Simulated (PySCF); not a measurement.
Compound: C5H11Si2 (doublet state).
Atom-mapped SMILES: `[H]/[C:1]=[C:2](/[CH3:3])[SiH:4]1[CH2:5][SiH2:6][CH2:7]1` (hydrogens: H8 on C1; H9, H10, H11 on C3; H12 on Si4; H13, H14 on C5; H15, H16 on Si6; H17, H18 on C7)

Structure used (GFN2-xTB), in Å, numbered top down from 1:
```xyz
18
C5H11Si2 angstrom
C     -2.4207   -1.6828    0.3231
C     -1.5957   -0.8094   -0.1439
C     -1.9263    0.2222   -1.1863
Si     0.2364   -0.7262    0.4648
C      1.4913   -0.6811   -0.9914
Si     1.8787    1.1725   -0.6810
C      0.7925    1.0630    0.8970
H     -2.3591   -2.4673    1.0445
H     -2.9610    0.1229   -1.5063
H     -1.2771    0.1064   -2.0526
H     -1.7766    1.2240   -0.7872
H      0.4684   -1.7459    1.4934
H      2.3463   -1.3324   -0.8300
H      1.0996   -0.9276   -1.9743
H      1.3337    2.0665   -1.7059
H      3.2900    1.4822   -0.4446
H      0.0049    1.8059    0.9854
H      1.3659    1.1135    1.8189
```

The hyperfine couplings belong to this conformer and change with its torsions.

The calculation used PySCF, UKS B3LYP, pcH-1 on C H Si, non-relativistic, mean-field spin-orbit, GIAO. Isolated species at its GFN2-xTB geometry (one conformer only). Couplings are sensitive to structure, and on GFN2-xTB geometries they can be far from those on DFT ones. The SCF solution wasn't tested for stability.

What is the g tensor, term by term?

```csv
Δg (ppm),1,2,3
relativistic mass correction,-156,-156,-156
gauge correction,19,15,-52
orbital Zeeman/spin–orbit,-380,-53,79
total,-516,-194,-129
```

So g = 2.00180, 2.00213, 2.00219 and g_iso = 2.00204; the tensor is rhombic: the two nearest values differ by 17 % of g3 − g1. Axes: g2 points within 12° of the C2–Si4 bond.

At 93.61 GHz, how far is the centre of the isotropic spectrum from where a free electron (g = 2.002319) resonates?

B = hν/(g μB) with μB/h = 13.99624 MHz/mT gives 3340.24 mT for the free electron and 3340.70 mT at g_iso, 0.47 mT higher.

What effective moment and Curie constant follow for a powder?

With the mean of g² = 4.0082 and S(S+1) = 0.75: μ_eff = √(⟨g²⟩S(S+1)) = 1.734 μB and χT = 0.12505·⟨g²⟩·S(S+1) = 0.376 cm³ K/mol (cgs; spin-Hamiltonian part alone).

In a frozen sample, at which fields do the three g values resonate at 9.5, 34, 94 and 263 GHz (hyperfine left aside), and which band first spreads them over more than twice a line width of 0.5 mT?

```json
{"band": "X", "GHz": "9.5", "B(g3) mT": "339.01", "B(g2) mT": "339.02", "B(g1) mT": "339.07", "spread mT": "0.07"}
{"band": "Q", "GHz": "34.0", "B(g3) mT": "1213.28", "B(g2) mT": "1213.32", "B(g1) mT": "1213.52", "spread mT": "0.23"}
{"band": "W", "GHz": "94.0", "B(g3) mT": "3354.37", "B(g2) mT": "3354.48", "B(g1) mT": "3355.02", "spread mT": "0.65"}
{"band": "J", "GHz": "263.0", "B(g3) mT": "9385.10", "B(g2) mT": "9385.40", "B(g1) mT": "9386.92", "spread mT": "1.82"}
```

The spread grows in proportion to the frequency. J band is the first where it exceeds 1.0 mT.

The Mulliken spin populations are largest on C1 (+0.96), C2 (-0.14) and Si4 (+0.10). No atom but C1 exceeds +0.15.

The HOMO–LUMO gaps are 5.41 eV among the α and 5.03 eV among the β orbitals.
